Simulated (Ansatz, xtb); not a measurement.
# AlCl2GaH2: where a starting geometry ends

The starting geometry of this gas-phase singlet has its atoms placed at random.

```yaml
atoms:
  - { symbol: Al, position_ang: [0.9649, -1.1423, -0.4083] }
  - { symbol: Cl, position_ang: [-0.7475, -0.1143, 1.5004] }
  - { symbol: Cl, position_ang: [1.1861, 0.6584, -1.1761] }
  - { symbol: Ga, position_ang: [-1.2086, 0.2038, -1.6508] }
  - { symbol: H, position_ang: [1.6520, 0.4434, 0.5145] }
  - { symbol: H, position_ang: [-0.1920, -0.8762, -1.4868] }
```

Question: Guess where an optimisation with r2SCAN-D4/def2-SVP ends from this start.

Answer: It ends as a structure with H6 bridging Al1 and Ga4, given below by its coordinates. Distances that change by over a tenth: Al1–Cl3 (1.97 → 2.20 Å), Cl3–Ga4 (2.48 → 2.79 Å), Ga4–H6 (1.49 → 1.99 Å). Contacts that close: Al1–Cl2 (2.76 → 2.20 Å), Al1–H5 (1.96 → 1.57 Å).

The energy falls by 7.08 eV over 14 steps:

```tsv
step	E − E(last) (eV)
1	7.084
2	4.912
4	2.085
5	1.279
7	0.309
8	0.102
10	0.020
11	0.002
13	0.000
14	0.000
```

Final geometry (Å):

```csv
atom,x (Å),y (Å),z (Å)
Al,0.8697,-0.3048,-0.0943
Cl,-0.9545,0.1174,1.0689
Cl,0.9115,1.4684,-1.4030
Ga,-1.4212,-0.0315,-1.6736
H,2.1753,-0.8198,0.6100
H,0.0740,-1.2570,-1.2152
```

From the same start GFN2-xTB ends elsewhere, differing in Al1–Ga4 (3.50 against 2.80 Å here), Cl2–Ga4 (2.53 against 2.79 Å here), Cl3–Ga4 (2.53 against 2.79 Å here), Ga4–H6 (4.43 against 1.99 Å here).

From so rough a start the end depends on the optimiser's path, so another program may land elsewhere. The end wasn't checked by frequencies. Run with Ansatz 0.2.0, 120 s on 1 thread of Arm Neoverse N1, with other jobs on the host.
